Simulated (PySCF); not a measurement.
SCF from a fresh guess for singlet HPbN, at the PBE0 minimum. PySCF input:

```python
from pyscf import gto, scf, dft
mol = gto.M(atom='''
Pb     0.000000    -0.000000     0.108807
N      0.000000     0.000000    -1.747057
H      0.000000    -0.000000     1.820663''',
    basis={'Pb': 'def2-TZVP', 'N': 'def2-TZVP', 'H': 'def2-TZVP'},
    ecp={'Pb': 'def2-TZVP'},
    charge=0, spin=0)
mf = dft.RKS(mol, xc='PBE0')
mf.grids.atom_grid = (50, 194)
aux = {'Pb': 'def2-universal-JKFIT', 'N': 'def2-universal-JKFIT', 'H': 'def2-universal-JKFIT'}
mf = mf.density_fit(auxbasis=aux)
mf.conv_tol = 1e-08
mf.diis_space = 10
mf.max_cycle = 60
mf.init_guess = 'minao'
mf.verbose = 4
mf.kernel()
```

Excerpt of the output (cycles and frontier levels):

```
init E= -215.922499008555
  HOMO = -0.687169925677043  LUMO = -0.53382390659565  gap/eV = 4.17276
cycle= 1 E= -247.019837165828  delta_E= -31.1  |g|= 2.18  |ddm|= 10.8
  HOMO = -0.228551399715975  LUMO = 0.0331341198633496  gap/eV = 7.12083
cycle= 2 E= -245.5086633236  delta_E= 1.51  |g|= 3.53  |ddm|= 6.22
  HOMO = -0.143219492012433  LUMO = 0.00388476850424815  gap/eV = 4.00291
cycle= 3 E= -247.293059585231  delta_E= -1.78  |g|= 1.63  |ddm|=  3.4
  HOMO = -0.294567814462629  LUMO = -0.0680900503671836  gap/eV = 6.16277
cycle= 4 E= -247.794091449096  delta_E= -0.501  |g|= 0.924  |ddm|= 1.76
  HOMO = -0.257084275846836  LUMO = -0.0754880050223564  gap/eV = 4.94149
cycle= 5 E= -248.01508625331  delta_E= -0.221  |g|= 0.119  |ddm|= 0.612
  HOMO = -0.252196163654461  LUMO = -0.0683755408686288  gap/eV = 5.00201
cycle= 6 E= -248.018371696491  delta_E= -0.00329  |g|= 0.0301  |ddm|= 0.0789
  HOMO = -0.253428032639525  LUMO = -0.0695500961472229  gap/eV = 5.00357
cycle= 7 E= -248.018471883268  delta_E= -0.0001  |g|= 0.0179  |ddm|= 0.017
  HOMO = -0.253194378927469  LUMO = -0.0695114647769498  gap/eV = 4.99827
cycle= 8 E= -248.01854568906  delta_E= -7.38e-05  |g|= 0.00511  |ddm|= 0.0101
  HOMO = -0.252992445837922  LUMO = -0.0694202181560162  gap/eV = 4.99525
cycle= 9 E= -248.018550723373  delta_E= -5.03e-06  |g|= 0.00201  |ddm|= 0.0019
  HOMO = -0.252883234646259  LUMO = -0.0693822770086432  gap/eV = 4.99332
cycle= 10 E= -248.018551754381  delta_E= -1.03e-06  |g|= 9.75e-05  |ddm|= 0.00139
  HOMO = -0.252879631187695  LUMO = -0.0693800268909371  gap/eV = 4.99328
cycle= 11 E= -248.018551756642  delta_E= -2.26e-09  |g|= 4.51e-06  |ddm|= 6.2e-05
  HOMO = -0.252878798866062  LUMO = -0.0693798201615512  gap/eV = 4.99326
Extra cycle  E= -248.01855175658  delta_E= 6.22e-11  |g|= 1.69e-05  |ddm|= 1.53e-05
converged SCF energy = -248.01855175658
```

No lower solution of this spin was found by a stability analysis within the restricted form, which does not test spin polarisation.

With an element this heavy the missing spin–orbit coupling can shift these numbers.

The search for the lowest solution, with the stability check, took 3.2 s on 2 threads of a shared AMD EPYC 7R43 64-Core (Zen 3) host, with 87 basis functions; the process peaked at 0.3 GiB. Launch command: `OMP_NUM_THREADS=2 python axn.py task.json out`.
